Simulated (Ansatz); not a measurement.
```xyz
11

C    -1.386   -0.264   -1.240
O    -0.851   -0.486    0.035
W     0.727   -0.212    0.945
O     0.267   -0.601    2.518
O     0.460    1.632    0.549
F     2.497    0.357    1.241
Cl    1.674   -2.025   -0.118
H    -0.891   -0.920   -1.963
H    -1.227    0.780   -1.526
H    -2.454   -0.483   -1.218
H     1.185    2.222    0.776
```

Charge 0, multiplicity 1. W takes the def2 core potential.

(1) List the r2SCAN/def2-TZVPP orbital energies in eV (Ansatz 0.2.0). (Estimate.)

## Answers

(1) Ansatz gave: Occupied: -2753.43, -666.08, -517.42, -516.76, -516.61, -275.25, -254.82, -193.33, -193.25, -193.23, -82.67, -46.43, -46.31, -46.07, -30.50, -27.60, -26.50, -24.71, -21.17, -18.58, -13.83, -13.74, -12.71, -12.46, -11.61, -11.42, -11.21, -10.97, -10.52, -10.05, -9.61, -9.04, -8.80, -8.57, -8.41, -8.26, -7.99. Lowest empty: -3.80, -2.19, -2.05, -1.22, -0.08, 0.56, 1.60, 1.98.
